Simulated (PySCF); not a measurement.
# Be (beryllium, neutral): UHF calculation

Configuration: [He] 2s1 3s1, high-spin 3S determinant (an excited configuration). Computed with PySCF 2.14 in aug-pcseg-2 (5s3p2d, 24 functions), with the non-relativistic Hamiltonian (point nucleus).

- Total energy: -14.375122 hartree
- One-electron energy: -18.1646 hartree
- Hartree (Coulomb) energy: 6.3551 hartree
- Exchange energy: -2.5655 hartree
- Kinetic energy: 14.33566 hartree
- ⟨S²⟩: 2.0000
- ⟨L²⟩: 0.000
- Sum of ⟨r⟩: 10.65 bohr
- Sum of ⟨r²⟩: 69.58 bohr²
- Density at the nucleus (Gaussians lack the cusp): 34.0 bohr⁻³
- Spin density at the nucleus: 0.853 bohr⁻³
- Langevin diamagnetic susceptibility: -55.1 ×10⁻⁶ cm³/mol
- Time after the integrals: 0.07 s of wall time on 1 thread of Neoverse-N1 (shared host)

```tsv
shell	electrons	mean orbital energy (eV)	rms radius, mean of both spins (bohr)
1s α	1	-136.10	0.485
1s β	1	-135.07	0.485
2s α	1	-14.172	2.47
3s α	1	-2.715	7.94
```

The outer electron is Rydberg-like, and this basis confines it to a smaller radius and binds it less than a complete one would.
